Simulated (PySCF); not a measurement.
# Polarisability and C₆ of Sc⁺ (scandium, charge +1)

[Ar] 3d1 4s1, high-spin 3D determinant. Calculation: PySCF 2.14, in aug-cc-pVDZ (7s6p4d2f, 59 functions); the non-relativistic Hamiltonian (point nucleus). Coupled (time-dependent) response in atomic units; α is the mean over directions. A double-zeta set is small for polarisabilities.

```csv
method,mean α (bohr³),"α xx, yy, zz",C₆ (like pair),S(−4)
UHF,77.36,"75.90, 75.90, 80.28",568.0,5571
PBE,59.32,"58.37, 58.37, 61.23",395.1,3154
PBE0,63.62,"62.35, 62.35, 66.17",433.6,3682
TPSSh,68.59,"66.56, 66.56, 72.66",482.1,4301
```

S(−4) is the Cauchy moment in α(ω) = α(0) + S(−4) ω² + …

α(iu) at PBE0:

```tsv
u (hartree)	α(iu) (bohr³)
0	63.62
0.0500	55.66
0.100	40.92
0.200	21.12
0.300	12.74
0.500	6.713
0.750	4.188
1.00	3.013
1.50	1.827
2.00	1.222
3.00	0.6433
5.00	0.2615
```

A single London oscillator, α(iu) = α/(1 + u²/ω²), gives C₆ = (3/4) ω α². Matching the computed C₆ needs ω = 4 × 433.6 / (3 × 63.62²) = 0.143 hartree.

For an ion, C₆ is the dispersion term alone; charge-induced terms of lower order in 1/R come first.

The components differ because the open shell of this determinant is not spherical; for a pure term their mean is the scalar polarisability.
